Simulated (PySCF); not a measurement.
PySCF 2.14 output of an unrestricted PBE0 calculation on a single atom or ion in aug-cc-pCVTZ-DK, with the spin-free X2C one-electron Hamiltonian (Gaussian nucleus):

```
SCF conv_tol = 1e-09
number electrons alpha = 6  beta = 5
    C. Adamo and V. Barone.,  J. Chem. Phys. 110, 6158 (1999)
    M. Ernzerhof and G. E. Scuseria.,  J. Chem. Phys. 110, 5029 (1999)
cycle= 1 E= -241.551651120994  delta_E= -0.00374  |g|= 0.00942  |ddm|= 0.233
cycle= 2 E= -241.55167203848  delta_E= -2.09e-05  |g|= 0.00457  |ddm|= 0.0266
cycle= 3 E= -241.551674147148  delta_E= -2.11e-06  |g|= 0.000375  |ddm|= 0.00275
cycle= 4 E= -241.551674189491  delta_E= -4.23e-08  |g|= 3e-05  |ddm|= 0.00123
cycle= 5 E= -241.551674189929  delta_E= -4.38e-10  |g|= 1.11e-06  |ddm|= 0.000113
converged SCF energy = -241.551674189929  <S^2> = 0.75000614  2S+1 = 2.0000061
```

The run itself started from symmetry-adapted Hartree-Fock orbitals and held the occupation by maximum overlap, on a logarithmic radial grid, so the iterations belong to that start.

Which element, charge and spin multiplicity is this?

Al²⁺ (aluminium, charge +2), multiplicity 2; the state was [Ne] 3p1, 2P determinant (an excited configuration).
